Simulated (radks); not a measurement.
Values are calculated unless marked as measured or tabulated.
Rb2.75+, configuration [Ar] 3d10 4s2 4p(up 2.25, down 2) (fractional occupations, a model configuration). Level of theory: scalar-relativistic Kohn-Sham, LDA (Slater exchange, Perdew-Wang correlation), spin-polarised, spherical densities, finite nucleus; Fermi nuclear charge, rms radius 4.2036 fm (a radial shooting solver on a logarithmic mesh with Libxc functionals).

Normalised radial functions P(r) = r R(r), r in bohr:

```
   r/bohr * 3p down, o 3d down (the largest magnitude, 1.51, reaches the edge; | marks zero, & curves that meet)
 0.005056                             &
 0.005747                             &
 0.006531                             &
 0.007483                             o*
 0.008505                             o*
 0.009666                             o*
  0.01107                             o*
  0.01259                             o*
  0.01442                             o *
  0.01639                             o *
  0.01863                             o  *
  0.02134                             o  *
  0.02426                             o   *
  0.02757                             o    *
  0.03158                             o     *
   0.0359                             |o     *
   0.0408                             |o      *
  0.04674                             |o        *
  0.05312                             |o         *
  0.06086                             | o         *
  0.06917                             |  o         *
  0.07862                             |  o          *
  0.09007                             |   o          *
   0.1024                             |     o        *
   0.1164                             |      o      *
   0.1333                             |        o *
   0.1515                             |        * o
   0.1736                             |   *         o
   0.1973                            *|               o
   0.2242                       *     |                  o
   0.2569                 *           |                    o
    0.292           *                 |                      o
   0.3318       *                     |                       o
   0.3802   *                         |                        o
   0.4321  *                          |                        o
   0.4911  *                          |                      o
   0.5626     *                       |                     o
   0.6395        *                    |                  o
   0.7326            *                |               o
   0.8327                *            |            o
   0.9464                    *        |         o
    1.084                       *     |      o
    1.232                          *  |    o
    1.401                           * |  o
    1.605                            *| o
    1.824                             *o
    2.073                             *o
    2.375                             &
    2.699                             &
    3.092                             &
    3.514                             &
    3.994                             &
    4.576                             &
    5.201                             &
```

3p down: eigenvalue -256.11 eV, 1 radial node at r = 0.194 bohr, <r> = 0.519 bohr, 90 % of the charge inside 0.790 bohr. 3d down: eigenvalue -135.75 eV, 0 radial nodes, <r> = 0.524 bohr, 90 % of the charge inside 0.854 bohr.
